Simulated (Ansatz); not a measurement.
Reaction (atomization): `O[SiH2][SiH2][SeH]` → 6 H• + O• + Se• + 2 Si•

Calculated with Ansatz (gas phase, PBE0-D4/def2-TZVP geometries, no zero-point term in ΔE). CCSD(T)/CBS is the MP2 limit (def2-TZVPP, def2-QZVPP) plus CCSD(T) − MP2 in def2-TZVPP, frozen cores. This one scheme is used for every species, atoms too. Functionals use def2-TZVPP. B3LYP here is the variant with VWN-RPA as its local correlation; programs differ in this. Open shells (•) are unrestricted, without spin–orbit coupling. Spin–orbit coupling would lower the free atoms: a little for O, Si; clearly for Se. Bonds to Se are less sure, by a few kJ/mol each and by 10 to 20 or more in all where they break to atoms, as the def2 sets lack core-valence functions. Scalar relativity is left out up to krypton. Each species was taken in one conformer, which may not be the lowest.

```csv
level,ΔE (kJ/mol)
PBE-D4,3078.9
PBE0-D4,3044.5
ωB97M-V,3077.8
B2PLYP,3029.8
PBE0,3022.7
B3LYP,3030.1
CCSD/def2-TZVPP,2964.0
SCS-MP2/def2-QZVPP,3091.3
```

(1) What does CCSD(T)/CBS give? (An estimate is asked.)

Largest T1 diagnostic among the species: 0.012.

Answers

(1) The calculation gave: +3103.5 kJ/mol. The listed levels differ from it by -24.6, -59.0, -25.7, -73.7, -80.8, -73.4, -139.5, -12.2 kJ/mol.

The D4 term adds +41.4 kJ/mol with B3LYP and +21.8 kJ/mol with PBE0; it sums over pairs of atoms, weighted by their polarisabilities, and B3LYP, whose exchange is more repulsive, gets the larger term. From PBE to PBE0 (25 % exact exchange), in def2-TZVPP and without D4, ΔE moves by −30.8 kJ/mol: exact exchange takes away binding that semilocal exchange gives to molecules.

For atomizations the MP2-based limit and the directly extrapolated one differ by several kJ/mol either way, and by 10 to 25 for some Ge, Se and Sn compounds, so smaller differences from it don't rank the levels.
